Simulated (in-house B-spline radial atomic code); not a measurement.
The nitrogen ion N⁺: [He] 2s2 2p2

All numbers are computed (non-relativistic PBE0, spin-polarised, spherical fractional occupations, exact exchange averaged over the configuration; point nucleus) with a B-spline radial code for spherical atoms, not measured.

Z_r = [3n² - l(l+1)]/(2<r>); Z_e = n√(-2ε); the last column is Slater's effective charge. Values are occupation-weighted means over spin.

```csv
shell,electrons,ε (eV),<r> (bohr),Z_r,Z_e,Slater
1s,2,-411.54,0.2294,6.54,5.50,6.70
2s,2,-34.171,1.25,4.80,3.17,4.25
2p,2,-24.255,1.248,4.01,2.67,4.25
```

The least bound orbital is 2p up at -24.25 eV, while the most diffuse is 2s down (<r> = 1.269 bohr against 1.248 bohr): energy order and size order differ.

The density falls to 0.001 bohr⁻³ at 2.989 bohr; Σ<r²> = 7.7953 bohr² gives, by the non-relativistic formula and without the paramagnetism of open shells, a Langevin diamagnetic susceptibility of -6.174×10⁻⁶ cm³/mol.
